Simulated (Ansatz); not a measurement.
Start from `C#[C][GeH3]` and change one atom or group to get `C#[C][ZnH]`.

Ansatz, PBE0-D4/def2-TZVP geometries, multiplicity 1. 

Scalar relativity is left out up to krypton.

```json
{"property": "HOMO energy (B3LYP/def2-TZVPP) / eV", "`C#[C][GeH3]`": "-7.93"}
{"property": "size of the dipole moment (PBE/def2-TZVPP) / D", "`C#[C][GeH3]`": "0.06"}
{"property": "HOMO–LUMO gap (B3LYP/def2-TZVPP) / eV", "`C#[C][GeH3]`": "7.91"}
{"property": "LUMO energy (PBE/def2-TZVPP) / eV", "`C#[C][GeH3]`": "-0.74"}
{"property": "HOMO energy (PBE/def2-TZVPP) / eV", "`C#[C][GeH3]`": "-6.96"}
{"property": "HOMO–LUMO gap (ωB97M-V/def2-TZVPP) / eV", "`C#[C][GeH3]`": "12.66"}
```

**Question.** What does the change do to each property? (Estimate.)

**Answer.** Computed: 
```
                                      property  `C#[C][ZnH]`  shift
           HOMO energy (B3LYP/def2-TZVPP) / eV         -7.78   0.15
size of the dipole moment (PBE/def2-TZVPP) / D          0.12   0.06
         HOMO–LUMO gap (B3LYP/def2-TZVPP) / eV          6.61  -1.30
             LUMO energy (PBE/def2-TZVPP) / eV         -1.69  -0.95
             HOMO energy (PBE/def2-TZVPP) / eV         -6.87   0.09
       HOMO–LUMO gap (ωB97M-V/def2-TZVPP) / eV         10.90  -1.76
```

With PBE0 the HOMO rises by 0.15 eV and the LUMO falls by 1.11 eV, so the gap narrows by about 1.26 eV. PBE moves the HOMO by 0.09 eV and ωB97M-V by 0.14 eV. Dipoles are sizes alone; their direction can turn.

B3LYP here is the variant with VWN-RPA as its local correlation; programs differ in this.
